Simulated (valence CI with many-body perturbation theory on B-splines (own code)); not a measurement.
# Ti X: electric-dipole lines

Computed by configuration interaction combined with many-body perturbation theory (CI+MBPT): three valence electrons over a frozen Dirac-Fock core [Ne], a basis of 11 s, 11 p, 10 d, 8 f, 5 g, 2 h functions for each j, with the one-electron correlation potential Σ1, the two-electron term Σ2, the three-electron term Σ3, Breit, model QED; selected CI, second order for the rest, scaled by the run's own slope (own B-spline code, finite nucleus).

No measured spectrum was set against this ion. As an estimate, levels of excited configurations hold to 0.05 to 0.15 % of their energy, terms of the ground configuration to about 0.5 %.

Lines 51 to 100 of 564 in falling wavelength, among levels below 1167300 cm⁻¹, chosen from the strongest by gf and those to the six lowest levels. Wavelengths and rates use the calculated energies, so an error of 200 cm⁻¹ moves a line at 85.91 nm by 0.17 % and its rate by three times that or more. Electric multipoles are in the length gauge with retardation, E1 and E2 with the static RPA response of the core. Weak lines are less certain than strong ones. Lines between different terms over intervals too small for the method are left out, as are lines whose strength nearly cancels. Where a level lies close to another of its J and parity, the split of strength between their lines is uncertain. The highest levels of a list are the least certain.

Names give the largest LS component (configuration and term), which can be under half, so a name can repeat, a term be missing and a line seem to break the LS rules; names also repeat where a configuration has a term twice. Letters in brackets count levels of one name in rising energy.

| λ vac (nm) | Upper | Lower | A (s⁻¹) | log gf | Branch % |
| --- | --- | --- | --- | --- | --- |
| 85.91 | 3s.3p.4d 4F°_5/2 | 3s.3p.4p 4D_3/2 [b] | 1.12e+09 | -0.13 | 5.2 |
| 84.30 | 3s.3p.4d 4F°_3/2 | 3s.3p.4p 4D_3/2 [a] | 5.92e+08 | -0.60 | 6.7 |
| 83.50 | 3s.3p.4d 4F°_5/2 | 3s.3p.4p 4D_3/2 [a] | 8.68e+08 | -0.26 | 4.1 |
| 82.68 | 3s.3p.4d 4F°_3/2 | 3s.3p.4p 4D_1/2 | 8.17e+08 | -0.47 | 9.2 |
| 73.28 | 3p2.3d 2G_7/2 | 3s.3p.3d 2F°_5/2 [b] | 4.70e+08 | -0.52 | 14.7 |
| 71.92 | 3p2.3d 2G_9/2 | 3s.3p.3d 2F°_7/2 [b] | 5.08e+08 | -0.40 | 16.2 |
| 70.29 | 3p.3d2 2F°_7/2 [a] | 3s.3d2 2D_5/2 | 3.87e+08 | -0.64 | 2.8 |
| 67.64 | 3p2.3d 2F_7/2 [a] | 3s.3p.3d 2F°_7/2 [a] | 5.01e+08 | -0.56 | 12.9 |
| 66.27 | 3p2.3d 2F_5/2 [a] | 3s.3p.3d 2F°_5/2 [a] | 6.24e+08 | -0.61 | 17.8 |
| 60.60 | 3p.3d2 2G°_9/2 [a] | 3s.3d2 2G_9/2 | 4.69e+08 | -0.59 | 1.6 |
| 57.64 | 3p.3d2 4G°_5/2 | 3s.3d2 4F_3/2 | 1.84e+09 | -0.26 | 23.1 |
| 57.11 | 3p.3d2 4G°_7/2 | 3s.3d2 4F_5/2 | 1.89e+09 | -0.13 | 23.5 |
| 57.10 | 3p2.3d 2F_5/2 [a] | 3s.3p.3d 2D°_3/2 [a] | 9.46e+08 | -0.56 | 26.9 |
| 56.44 | 3p.3d2 4G°_9/2 | 3s.3d2 4F_7/2 | 2.11e+09 | 0.00 | 26.0 |
| 56.38 | 3p3 2P°_3/2 | 3s.3p2 2P_3/2 | 1.47e+09 | -0.55 | 15.5 |
| 56.18 | 3p2.3d 2F_7/2 [a] | 3s.3p.3d 2D°_5/2 [a] | 9.77e+08 | -0.43 | 25.2 |
| 56.11 | 3p.3d2 2H°_9/2 | 3s.3d2 2G_7/2 | 3.56e+09 | 0.23 | 32.7 |
| 55.63 | 3p2.3d 2D_5/2 [b] | 3s.3p.3d 2P°_3/2 [b] | 1.23e+09 | -0.47 | 8.6 |
| 55.62 | 3p.3d2 4G°_11/2 | 3s.3d2 4F_9/2 | 2.50e+09 | 0.14 | 30.5 |
| 54.66 | 3p.3d2 2H°_11/2 | 3s.3d2 2G_9/2 | 4.09e+09 | 0.34 | 40.2 |
| 54.26 | 3p2.3d 2F_5/2 [b] | 3s.3p.3d 2D°_3/2 [b] | 1.33e+09 | -0.45 | 2.9 |
| 54.26 | 3p.3d2 2P°_3/2 [b] | 3s.3d2 2S_1/2 | 1.94e+09 | -0.47 | 7.0 |
| 54.05 | 3p2.3d 2G_9/2 | 3s.3p.3d 2F°_7/2 [a] | 2.42e+09 | 0.02 | 76.8 |
| 54.02 | 3p2.3d 2F_7/2 [b] | 3s.3p.3d 2D°_5/2 [b] | 1.54e+09 | -0.27 | 3.3 |
| 53.24 | 3p.3d2 4D°_3/2 [a] | 3s.3d2 4P_3/2 | 1.38e+09 | -0.63 | 7.3 |
| 52.86 | 3p.3d2 4D°_5/2 [a] | 3s.3d2 4P_5/2 | 8.82e+08 | -0.65 | 4.6 |
| 52.80 | 3p.3d2 4D°_5/2 [a] | 3s.3d2 4P_3/2 | 1.32e+09 | -0.48 | 6.9 |
| 52.67 | 3p2.3d 2G_7/2 | 3s.3p.3d 2F°_5/2 [a] | 2.51e+09 | -0.08 | 78.6 |
| 52.45 | 3p.3d2 4D°_7/2 [a] | 3s.3d2 4P_5/2 | 1.98e+09 | -0.19 | 9.9 |
| 51.50 | 3p.3d2 2D°_5/2 [b] | 3s.3d2 2F_7/2 | 8.53e+08 | -0.69 | 1.7 |
| 51.47 | 3p2.3d 2P_3/2 [a] | 3s.3p.3d 2D°_5/2 [a] | 1.43e+09 | -0.64 | 9.3 |
| 50.52 | 3s.3p.3d 2F°_5/2 [a] | 3s2.3d 2D_3/2 | 9.31e+08 | -0.67 | 8.0 |
| 50.48 | 3p2.3d 4F_7/2 | 3s.3p.3d 4D°_5/2 | 1.23e+09 | -0.43 | 12.2 |
| 50.48 | 3p.3d2 2P°_3/2 [a] | 3s.3d2 2D_5/2 | 2.21e+09 | -0.47 | 4.4 |
| 49.83 | 3p2.3d 4F_5/2 | 3s.3p.3d 4P°_3/2 | 9.82e+08 | -0.66 | 9.8 |
| 49.78 | 3p2.3d 4F_9/2 | 3s.3p.3d 4D°_7/2 | 2.18e+09 | -0.09 | 21.5 |
| 49.68 | 3p3 2D°_3/2 | 3s.3p2 2D_3/2 | 1.44e+09 | -0.67 | 62.8 |
| 49.58 | 3p3 2D°_5/2 | 3s.3p2 2D_5/2 | 1.74e+09 | -0.42 | 76.8 |
| 49.52 | 3p.3d2 4P°_3/2 | 3s.3d2 4P_5/2 | 1.95e+09 | -0.54 | 7.8 |
| 49.50 | 3p.3d2 4P°_1/2 | 3s.3d2 4P_3/2 | 2.98e+09 | -0.66 | 11.4 |
| 49.45 | 3p3 2D°_5/2 | 3s.3p2 2D_3/2 | 1.51e+08 | -1.48 | 6.7 |
| 49.44 | 3p.3d2 4P°_3/2 | 3s.3d2 4P_1/2 | 1.79e+09 | -0.58 | 7.1 |
| 49.17 | 3s.3p.3d 2F°_7/2 [a] | 3s2.3d 2D_5/2 | 1.22e+09 | -0.45 | 10.2 |
| 48.99 | 3p2.3d 2F_5/2 [b] | 3s.3p.3d 2F°_5/2 [b] | 1.70e+09 | -0.44 | 3.7 |
| 48.91 | 3p.3d2 4P°_5/2 | 3s.3d2 4P_5/2 | 2.66e+09 | -0.24 | 10.2 |
| 48.90 | 3p2.3d 4F_7/2 | 3s.3p.3d 4P°_5/2 | 7.71e+08 | -0.66 | 7.6 |
| 48.89 | 3s.3p2 2D_3/2 | 3s2.3p 2P°_3/2 | 9.84e+07 | -1.85 | 7.6 |
| 48.86 | 3p.3d2 4P°_5/2 | 3s.3d2 4P_3/2 | 1.50e+09 | -0.49 | 5.7 |
| 48.76 | 3s.3p2 2D_5/2 | 3s2.3p 2P°_3/2 | 1.14e+09 | -0.61 | 100.0 |
| 48.28 | 3p.3d2 2F°_7/2 [c] | 3s.3d2 2F_7/2 | 1.58e+09 | -0.36 | 3.7 |
